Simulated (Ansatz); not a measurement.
Reactions of Cl$_{3}$FOW (`[O]=[W]([F])([Cl])([Cl])[Cl]`).

Gas-phase electronic energies from Ansatz, PBE0-D4/def2-TZVP geometries. CCSD(T)/CBS adds triple-zeta CCSD(T) − MP2 to the extrapolated MP2 energy (def2 sets, frozen cores). This one scheme is used for every species. def2 core potentials past Kr. For W outer-core shells are correlated without core-valence functions, which leaves a few kJ/mol of doubt a bond. One conformer a species, not always the lowest.

Problem. Order these by ΔE at CCSD(T)/CBS, lowest first. (Best estimate.)
A. `[O]=[W]([F])([Cl])([Cl])[Cl]` + H₂O → `[O]=[W]([OH])([F])([Cl])[Cl]` + HCl
B. `[O]=[W]([F])([Cl])([Cl])[Cl]` + CH₃OH → `C[O][W](=[O])([Cl])([Cl])[Cl]` + H–F
C. `[O]=[W]([F])([Cl])([Cl])[Cl]` + H–F → `[O]=[W]([F])([F])([Cl])[Cl]` + HCl

Solution. B (-19.8 kJ/mol), C (-10.4 kJ/mol), A (+11.5 kJ/mol).

Largest T1 diagnostic: 0.021, for `C[O][W](=[O])([Cl])([Cl])[Cl]`.
